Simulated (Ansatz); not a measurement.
Consider the substitution at a C–C bond: `CC(C)[SiH]` + `N[SiH]([SiH3])S` → `CS[SiH](N)[SiH3]` + `CC[SiH]`.

Program: Ansatz. Geometries: PBE0-D4/def2-TZVP. ΔE: electronic, gas phase. CBS: MP2 limit from def2 TZ/QZ plus the TZ coupled-cluster correction, frozen cores. Functionals use def2-TZVPP. One conformer a species, not always the lowest.

CCSD(T)/CBS gives +0.07 eV.

**Question.** Another level gave +0.05 eV. Which?
A. ωB97M-V/def2-TZVPP
B. HF/def2-TZVPP
C. r2SCAN/def2-TZVPP
D. CCSD/def2-TZVPP

**Answer.** D. CCSD/def2-TZVPP 0.05, r2SCAN 0.16, ωB97M-V 0.10, HF/def2-TZVPP -0.12 eV.

Largest T1 diagnostic among the species: 0.012.

In def2-TZVPP, CCSD(T) changes the Hartree–Fock value by +0.21 eV (the triples alone add +0.03 eV) and MP2 by +0.26 eV.
